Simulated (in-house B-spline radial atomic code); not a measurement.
Orbital energies and mean radii along the 1-electron series, configuration 1s1. The effective charge is n√(-2ε), a non-relativistic measure. Computed with an all-electron radial atomic-structure program (B-spline basis): non-relativistic Hartree-Fock, average of the configuration, point nuclei.

This level leaves out relativity, spin-orbit splitting included, which matters for heavy ions.

| ion | Z | energy of 1s (Eh) | mean radius of 1s (bohr) | effective charge of 1s |
| --- | --- | --- | --- | --- |
| Yb69+ | 70 | -2450 | 0.021429 | 70 |
| Lu70+ | 71 | -2520.5 | 0.021127 | 71 |
| Hf71+ | 72 | -2592 | 0.020833 | 72 |
| Ta72+ | 73 | -2664.5 | 0.020548 | 73 |
| W73+ | 74 | -2738 | 0.02027 | 74 |
| Re74+ | 75 | -2812.5 | 0.02 | 75 |
| Os75+ | 76 | -2888 | 0.019737 | 76 |

(1) How does the screening of 1s change?

Results:

(1) Z less the effective charge goes from 0.00 at Z = 70 to 0.00 at Z = 76.
